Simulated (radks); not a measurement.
Effect of the nuclear size on the molybdenum ion Mo+, [Kr] 4d5. All-electron calculation, Dirac Kohn-Sham, PBE, spin-unpolarised, spherical densities, finite nucleus; open shells are shared between the two j in proportion to 2j + 1; Fermi nuclear charge, rms radius 4.4091 fm. Program: a radial shooting solver on a logarithmic mesh with Libxc functionals. The rms radius is varied about that value; shifts are against it.

rms radius (fm),total energy shift (eV),density at nucleus (e/bohr^3),1s1/2 shift (meV),2s1/2 shift (meV),4s1/2 shift (meV),5s1/2 (empty) shift (meV)
3.8624,-0.346,9.217e+04,-146,-15.7,-0.463,-0.051
4.1005,-0.200,9.157e+04,-84.6,-9.07,-0.268,-0.030
4.4091,0,9.086e+04,0.000,0.000,0.000,0.000
4.7001,0.201,9.023e+04,84.8,9.09,0.269,0.030
5.3086,0.657,8.905e+04,278,29.8,0.880,0.097

Slopes of the eigenvalues against <r^2> in GHz/fm^2, as finite differences over the two radii next to the reference (eigenvalue slopes, not the field-shift constants of lines): 1s1/2 7770, 2s1/2 832, 4s1/2 24.6, 5s1/2 (empty) 2.72.
